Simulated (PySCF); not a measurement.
## Working out the ionisation energy of S⁺

S⁺ [Ne] 3s2 3p3 (4S) → S²⁺ [Ne] 3s2 3p2 (3P). All numbers are calculated (PySCF 2.14, no relativity, point nucleus, in def2-SVP). Frozen: [Ne]. Energies in hartree (1 hartree = 27.21139 eV):

```
            part   S⁺ (lower)  S²⁺ (upper)
             UHF  -397.028660  -396.190356
CCSD correlation    -0.086684    -0.075576
             (T)    -0.000954    -0.000893
```

**Question.** What does Hartree-Fock give?

**Answer.** (-396.190356) − (-397.028660) = 0.838304 hartree = 22.811 eV.

**Question.** What do CCSD and CCSD(T) give?

**Answer.** The CCSD correlation energies differ by 0.011108 hartree = 0.302 eV and the triples by 0.000061 hartree = 0.002 eV, so CCSD gives 23.113 eV and CCSD(T) 23.115 eV.

Reference: 23.338 eV (measured; NIST Atomic Spectra Database, ionization energies), between the lowest levels; spin-orbit coupling is absent from the calculation.

A double-zeta basis recovers only part of the correlation energy.

What remains against the reference includes basis incompleteness, the frozen core and higher excitations.
